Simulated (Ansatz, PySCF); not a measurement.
Gas-phase reaction in SMILES: FC(F)=C(F)F + 6 [H][H] (H2) → 2 C (CH4) + 4 F (HF)
Structures are relaxed separately at B3LYP-D3(BJ)/def2-TZVP in Ansatz (a first-principles code).

Wanted: energy of full hydrogenation (enthalpy at 298 K, with B3LYP-D3(BJ) rigid-rotor harmonic-oscillator terms from PySCF), in kcal/mol. Valence correlation only, unless marked. Spin-orbit coupling is left out. Non-relativistic. CBS marks a two-point X^-3 extrapolation of the correlation energy; Hartree-Fock from the larger set. [CCSD(T)-MP2]/basis is that difference in the basis named.

```json
[
 {"level": "BLYP-D4/def2-TZVPD", "program": "Ansatz + dftd4", "energy of full hydrogenation (kcal/mol)": "-114.7"},
 {"level": "BLYP/def2-TZVPD", "program": "Ansatz", "energy of full hydrogenation (kcal/mol)": "-117.2"},
 {"level": "B97M-V/def2-TZVPD", "program": "Ansatz", "energy of full hydrogenation (kcal/mol)": "-126.8"},
 {"level": "LC-wPBE-D3(BJ)/def2-TZVPD", "program": "Ansatz + dftd3", "energy of full hydrogenation (kcal/mol)": "(withheld)"},
 {"level": "B2GP-PLYP-D4/def2-TZVPD", "program": "Ansatz + dftd4", "energy of full hydrogenation (kcal/mol)": "-131.1"},
 {"level": "RPA@PBE/cc-pVTZ", "program": "Ansatz", "energy of full hydrogenation (kcal/mol)": "-122.7"},
 {"level": "RI-MP2/CBS(cc-pVTZ,cc-pVQZ)+[CCSD(T)-MP2]/cc-pVTZ", "program": "Ansatz", "energy of full hydrogenation (kcal/mol)": "(withheld)"}
]
```

### Question
Some entries are withheld; supply them.

### Answer

- LC-wPBE-D3(BJ)/def2-TZVPD, energy of full hydrogenation (kcal/mol): -133.3
- RI-MP2/CBS(cc-pVTZ,cc-pVQZ)+[CCSD(T)-MP2]/cc-pVTZ, energy of full hydrogenation (kcal/mol): -137.1
